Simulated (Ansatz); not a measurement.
Basis-set extrapolation for C3H8OSi (`C[SiH]1CCO1`) (PBE0-D4/def2-TZVP geometry, frozen core, Ansatz 0.2.0). Multiplicity 1, RHF reference.

```
                      def2-TZVPP   def2-QZVPP
                 HF  -482.174119  -482.192487
    MP2 correlation    -0.872120    -0.932629
CCSD(T) correlation    -0.953723      not run
```

Energies in hartree. Use E(X) = E(∞) + A·exp(−7.88·√X) for Hartree–Fock and E(X) = E(∞) + B·X^(−2.97) for correlation, with X = 3 and 4, and add CCSD(T) minus MP2 of the smaller set to the MP2 limit.

Q: What is the CCSD(T) energy at the basis-set limit?

A: HF limit: -482.192487 + (-0.018368) × 0.13774 = -482.19502. MP2 limit: -0.932629 + (-0.060509) × 0.74074 = -0.97745. Higher-order term: -0.953723 − (-0.872120) = -0.08160. Total: -483.25407 hartree, 331.4 kJ/mol below CCSD(T)/def2-TZVPP.
